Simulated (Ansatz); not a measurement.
Gas-phase reaction in SMILES: CO[Si](C)(OC)OC + 7 [H][H] (H2) -> 4 C (CH4) + 3 O (H2O) + [SiH4] (SiH4)
Geometries: B3LYP-D3(BJ)/def2-TZVP minima from Ansatz (a program for electronic structure), one conformer each, not searched for the lowest.

Quantity: energy of full hydrogenation (electronic energy difference), in eV. Valence correlation only, unless marked. No spin-orbit coupling. Non-relativistic unless marked X2C. Basis-set limits of correlation are two-point, X^-3; Hartree-Fock from the larger set. [CCSD(T)-MP2]/basis is that difference in the basis named.

| level | program | energy of full hydrogenation (eV) |
|---|---|---|
| BLYP-D4/def2-TZVPD | Ansatz + dftd4 | -1.10 |
| PBE0-D3(BJ)/def2-TZVP | Ansatz + dftd3 | -1.38 |
| LC-wPBE/def2-TZVPD | Ansatz | -1.75 |
| SCS-MP2/6-31G* | Ansatz | -0.26 |
| CCSD(T)/STO-3G | Ansatz | -0.06 |
| CCSD(T)/aug-cc-pV(D+d)Z | Ansatz | -2.28 |
| CCSD(T)/cc-pV(D+d)Z | Ansatz | -1.78 |
| X2C-CCSD(T)/cc-pVTZ-DK | Ansatz | -1.49 |
| CCSD(T) with core electrons (1s frozen past Ne)/cc-pwCVTZ | Ansatz | -1.24 |
| RI-MP2/CBS(cc-pV(T+d)Z,cc-pV(Q+d)Z)+[CCSD(T)-MP2]/cc-pV(T+d)Z | Ansatz | -1.41 |
